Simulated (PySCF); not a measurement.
## Ru⁺: ionisation energy

Ru⁺ [Kr] 4d7 (4F) → Ru²⁺ [Kr] 4d6 (5D), as a difference of total energies. Computed with PySCF 2.14 in aug-cc-pVTZ-DK, with the spin-free X2C one-electron Hamiltonian (Gaussian nucleus). Correlated levels: valence: [Kr] frozen. The calculations carry no spin-orbit coupling.

```json
{"method": "UHF", "ionisation energy (eV)": "14.913"}
{"method": "LDA", "ionisation energy (eV)": "17.328"}
{"method": "PBE", "ionisation energy (eV)": "17.033"}
{"method": "r2SCAN", "ionisation energy (eV)": "16.758"}
{"method": "wB97X-V", "ionisation energy (eV)": "16.795"}
{"method": "BHandHLYP", "ionisation energy (eV)": "16.588"}
{"method": "MP2 (valence)", "ionisation energy (eV)": "16.374"}
{"method": "SCS-MP2 (valence)", "ionisation energy (eV)": "16.525"}
```

Problem. Estimate what PBE0 gives.

Solution. 16.767 eV, closest to r2SCAN among the rows shown.

Problem. Estimate what r2SCANh gives.

Solution. 16.697 eV, closest to r2SCAN among the rows shown.

A first-order spin-orbit estimate (lowest level to lowest level, LS coupling) adds 0.051 eV.

Errors of the correlated levels include the incompleteness of this basis and the frozen core.

For comparison: 16.76 ± 0.06 eV (semi-empirical (NIST evaluation); NIST Atomic Spectra Database, ionization energies).
